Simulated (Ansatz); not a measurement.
`[F][Ge]([F])([F])[Cl]` + HBr → `[F][Ge]([F])([Cl])[Br]` + H–F at 500 K and 1 bar (ligand exchange at a Ge–F bond).

Isolated molecules relaxed with PBE0-D4/def2-TZVP in Ansatz; ΔE leaves out vibrations. CCSD(T)/CBS is the MP2 limit (def2-TZVPP, def2-QZVPP) plus CCSD(T) − MP2 in def2-TZVPP, frozen cores. This one scheme is used for every species. For Br, Ge outer-core shells are correlated without core-valence functions, which leaves a few kJ/mol of doubt a bond. Scalar relativity is left out up to krypton.

| species | CCSD(T)/CBS energy (Eh) | H − E (kJ/mol) | S (J/(mol·K)) |
| --- | --- | --- | --- |
| `[F][Ge]([F])([F])[Cl]` | -2835.42086 | 60.1 | 373.7 |
| HBr | -2573.91920 | 30.5 | 213.7 |
| `[F][Ge]([F])([Cl])[Br]` | -5308.95213 | 58.5 | 408.2 |
| H–F | -100.39570 | 39.4 | 188.7 |

H − E and S are ideal-gas, rigid-rotor, harmonic terms from PBE0-D4/def2-TZVP. 1 Eh = 2625.50 kJ/mol, R = 8.31446 J/(mol·K).

Q: By hand: ΔE, ΔH, ΔS and ΔG.

A: ΔE = (-5308.95213) + (-100.39570) − (-2835.42086) − (-2573.91920) = -0.00777 Eh = -20.4 kJ/mol. Δ(H − E) = 58.5 + 39.4 − 60.1 − 30.5 = 7.3, so ΔH = -13.1 kJ/mol. ΔS = 408.2 + 188.7 − 373.7 − 213.7 = 9.5 J/(mol·K). ΔG = -13.1 − 500 × (9.5)/1000 = -17.9 kJ/mol.

Q: By hand: the equilibrium constant, and the temperature at which ΔG would vanish if ΔH and ΔS stayed fixed.

A: log₁₀ K = −ΔG/(RT ln 10) = 1.9. ΔH and −TΔS have one sign here, so there is no such temperature.

TΔS isn't small against ΔH here. A doubt of 5 kJ/mol in ΔE shifts log₁₀ K by 0.5 here. These are equilibria of isolated gas molecules and say nothing of rates. Largest T1 diagnostic: 0.012 (customary marks: 0.02 for closed shells, 0.045 for open ones).
